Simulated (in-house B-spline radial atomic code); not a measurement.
Neutral silicon is squeezed into an impenetrable sphere of radius R (the orbitals vanish at R). No spin polarisation. Computed with a B-spline radial code for spherical atoms: non-relativistic LDA VWN5, spherical fractional occupations, point nucleus.

Energies in eV above the free atom in [Ne] 3s2 3p2:

| R (bohr) | highest level (eV) | [Ne] 3s2 3p2 | [He] 2s2 2p5 3s2 3p2 3d1 | [Ne] 3s2 3p1 3d1 | -dE/dV in [Ne] 3s2 3p2 (GPa) |
| --- | --- | --- | --- | --- | --- |
| 8.16 | -4.01 | 0.06893 | 108.9 | 7.018 | 0.0986 |
| 6.39 | -3.41 | 0.5039 | 110 | 8.493 | 1.22 |
| 4.8 | -1.01 | 3.379 | 114 | 13.23 | 15.8 |
| 4.15 | 1.7 | 7.769 | 119.1 | 18.83 | 50.9 |
| 3.64 | 5.59 | 15.39 | 127.7 | 27.59 | 137 |
| 3.04 | 14.4 | 35.99 | 150.7 | 49.52 | 492 |
| 2.42 | 35.3 | 93.97 | 215.5 | 107.2 | 2270 |
| 2.23 | 46.9 | 129.4 | 255 | 141.4 | 3860 |
| 1.96 | 71.7 | 210.2 | 344.8 | 217.8 | 8840 |
| 1.49 | 166 | 555.2 | 722.8 | 537.4 | 49400 |

**Question.** Does [He] 2s2 2p5 3s2 3p2 3d1 fall below [Ne] 3s2 3p2 under compression?

**Answer.** No, it stays above over the whole range.

**Question.** Does [Ne] 3s2 3p1 3d1 fall below [Ne] 3s2 3p2 under compression?

**Answer.** Yes, between R = 1.96 and 1.49 bohr the order changes (near 1.82 bohr by linear interpolation).

The highest level is first positive in the row R = 4.15 bohr, pushed up by confinement above the zero of the free ion's potential. Each configuration is held fixed and needn't be the lowest in the sphere.
